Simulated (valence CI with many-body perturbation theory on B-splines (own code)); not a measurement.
Hg⁴⁹⁺: calculated level list

Method: configuration interaction combined with many-body perturbation theory (CI+MBPT): three valence electrons over a frozen Dirac-Fock core [Ar] 3d10, a basis of 9 s, 9 p, 8 d, 6 f, 3 g, 1 h functions for each j, with the one-electron correlation potential Σ1, the two-electron term Σ2, the three-electron term Σ3, Breit, model QED; selected CI, second order for the rest, scaled by the run's own slope (own B-spline code, finite nucleus).

The last digits are not significant, and no measured levels were compared; by estimate large intervals hold to a few tenths of a per cent, small ones and those within an open d or f shell to about a per cent.

Levels 1 to 36 of 36, with energies above the lowest level, (4s^2 4p1/2) J=1/2. "Leading %" is the weight of the configuration and term that name the level; weights of strongly mixed levels are sums over their largest components and can fall short, so below about 35 % the name and the second component can differ from the true leading terms, or belong to a minority configuration. In the jj column 3d3/2^4 stands for four electrons in 3d with j = 3/2.

```
No.  Configuration  Term    J  E (Ry)  Leading %      g  Second component              Leading jj
  1          4s²4p   ²P°  1/2   0.000        100  0.657                        4s^2 4p1/2 (100 %)
  2          4s4p²    ⁴P  1/2   8.277         54  2.144     30 % 4s4p² ²S       4s 4p1/2^2 (99 %)
  3          4s²4p   ²P°  3/2  10.947         99  1.328                         4s^2 4p3/2 (99 %)
  4          4s4p²    ⁴P  3/2  18.103         90  1.648      7 % 4s4p² ²D   4s 4p1/2 4p3/2 (99 %)
  5          4s4p²    ²D  5/2  18.806         60  1.349     39 % 4s4p² ⁴P   4s 4p1/2 4p3/2 (98 %)
  6          4s4p²    ²D  3/2  19.782         61  0.989     32 % 4s4p² ²P   4s 4p1/2 4p3/2 (95 %)
  7          4s4p²    ²P  1/2  19.958         70  1.255     29 % 4s4p² ⁴P   4s 4p1/2 4p3/2 (98 %)
  8          4s²4d    ²D  3/2  24.384         95  0.810                         4s^2 4d3/2 (95 %)
  9          4s²4d    ²D  5/2  26.500         94  1.216      5 % 4s4p² ⁴P       4s^2 4d5/2 (94 %)
 10            4p³   ²P°  3/2  28.042         46  1.321      27 % 4p³ ²D°    4p1/2^2 4p3/2 (94 %)
 11          4s4p²    ⁴P  5/2  29.605         56  1.417     39 % 4s4p² ²D       4s 4p3/2^2 (94 %)
 12          4s4p²    ²S  1/2  30.893         68  1.918     17 % 4s4p² ⁴P       4s 4p3/2^2 (99 %)
 13         4s4p4d   ⁴F°  3/2  30.899         78  0.503   16 % 4s4p4d ²D°   4s 4p1/2 4d3/2 (98 %)
 14          4s4p²    ²P  3/2  31.172         62  1.197     30 % 4s4p² ²D       4s 4p3/2^2 (98 %)
 15         4s4p4d   ⁴F°  5/2  31.521         46  1.033   27 % 4s4p4d ²F°   4s 4p1/2 4d3/2 (96 %)
 16         4s4p4d   ⁴D°  1/2  32.590         59  0.402   34 % 4s4p4d ²P°   4s 4p1/2 4d3/2 (99 %)
 17         4s4p4d   ⁴D°  3/2  32.720         35  1.286   21 % 4s4p4d ²P°   4s 4p1/2 4d3/2 (92 %)
 18         4s4p4d   ⁴P°  5/2  33.875         39  1.360   30 % 4s4p4d ⁴D°   4s 4p1/2 4d5/2 (99 %)
 19         4s4p4d   ⁴F°  7/2  34.343         45  1.244   32 % 4s4p4d ²F°   4s 4p1/2 4d5/2 (97 %)
 20         4s4p4d   ²F°  5/2  34.827         50  1.045   19 % 4s4p4d ²D°   4s 4p1/2 4d5/2 (95 %)
 21         4s4p4d   ²D°  3/2  34.946         38  1.121   35 % 4s4p4d ²P°   4s 4p1/2 4d5/2 (87 %)
 22            4p³   ⁴S°  3/2  38.810         49  1.411      45 % 4p³ ²D°    4p1/2 4p3/2^2 (93 %)
 23            4p³   ²D°  5/2  38.871         89  1.168    8 % 4s4p4d ²F°    4p1/2 4p3/2^2 (89 %)
 24            4p³   ²P°  1/2  39.444         94  0.659    5 % 4s4p4d ²P°    4p1/2 4p3/2^2 (94 %)
 25          4s²4f   ²F°  5/2  40.371         93  0.856                         4s^2 4f5/2 (93 %)
 26          4p²4d    ²D  3/2  40.552         40  0.775     35 % 4p²4d ⁴F    4p1/2^2 4d3/2 (99 %)
 27          4s²4f   ²F°  7/2  41.083         92  1.143    5 % 4s4p4d ⁴F°       4s^2 4f7/2 (92 %)
 28         4s4p4d   ⁴D°  3/2  42.540         43  1.312   38 % 4s4p4d ⁴P°   4s 4p3/2 4d3/2 (99 %)
 29         4s4p4d   ⁴P°  1/2  42.546         86  2.288   13 % 4s4p4d ⁴D°   4s 4p3/2 4d3/2 (99 %)
 30         4s4p4d   ⁴D°  5/2  42.553         50  1.253   20 % 4s4p4d ⁴F°   4s 4p3/2 4d3/2 (94 %)
 31         4s4p4d   ⁴F°  7/2  42.904         37  1.260   31 % 4s4p4d ⁴D°   4s 4p3/2 4d3/2 (84 %)
 32          4p²4d    ²D  5/2  43.357         32  1.192     21 % 4p²4d ⁴D    4p1/2^2 4d5/2 (96 %)
 33         4s4p4d   ²D°  3/2  43.756         64  0.980   22 % 4s4p4d ⁴P°   4s 4p3/2 4d3/2 (84 %)
 34         4s4p4d   ⁴F°  9/2  43.969        100  1.328                    4s 4p3/2 4d5/2 (100 %)
 35         4s4p4d   ²P°  1/2  44.394         72  0.584   22 % 4s4p4d ⁴D°   4s 4p3/2 4d3/2 (94 %)
 36         4s4p4d   ²F°  5/2  44.541         64  0.949   18 % 4s4p4d ²D°   4s 4p3/2 4d3/2 (90 %)
```

The ionisation energy to 4s² ¹S0 of the next ion comes out as 2816.2 eV (NIST: 2815 ± 4 eV (theoretical)). All 36 levels together are meant to be complete up to 44.620 Ry.
